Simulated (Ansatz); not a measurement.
Start from `[F][In]([F])[I]` and change one atom or group to get `[CH3][In]([F])[I]`.

Ansatz, PBE0-D4/def2-TZVP geometries, multiplicity 1. 

Elements past krypton have def2 core potentials.

| property | `[F][In]([F])[I]` |
| --- | --- |
| HOMO energy (B3LYP/def2-TZVPP) / eV | -8.35 |
| HOMO–LUMO gap (PBE/def2-TZVPP) / eV | 3.42 |
| HOMO energy (PBE0/def2-TZVPP) / eV | -8.60 |
| HOMO–LUMO gap (PBE0/def2-TZVPP) / eV | 5.45 |
| LUMO energy (B3LYP/def2-TZVPP) / eV | -3.47 |
| zero-point energy (PBE0-D4/def2-TZVP) / kJ/mol | 10.6 |

Problem. Give the same properties after the change, and the shifts. (Best estimate.)

Solution. The calculation gave: 
```
                                      property  `[CH3][In]([F])[I]`  shift
           HOMO energy (B3LYP/def2-TZVPP) / eV                -7.46   0.89
           HOMO–LUMO gap (PBE/def2-TZVPP) / eV                 3.95   0.53
            HOMO energy (PBE0/def2-TZVPP) / eV                -7.71   0.89
          HOMO–LUMO gap (PBE0/def2-TZVPP) / eV                 5.93   0.48
           LUMO energy (B3LYP/def2-TZVPP) / eV                -2.09   1.38
zero-point energy (PBE0-D4/def2-TZVP) / kJ/mol                 99.5   88.9
```

With PBE0 the HOMO rises by 0.89 eV and the LUMO rises by 1.37 eV, so the gap widens by about 0.48 eV. PBE moves the HOMO by 0.85 eV and ωB97M-V by 0.89 eV. The zero-point energy changes by 88.9 kJ/mol with +9 modes.

B3LYP here is the variant with VWN-RPA as its local correlation; programs differ in this.

Spin–orbit coupling is left out; it splits and shifts lone-pair levels of the heavy atoms by tenths of an eV.
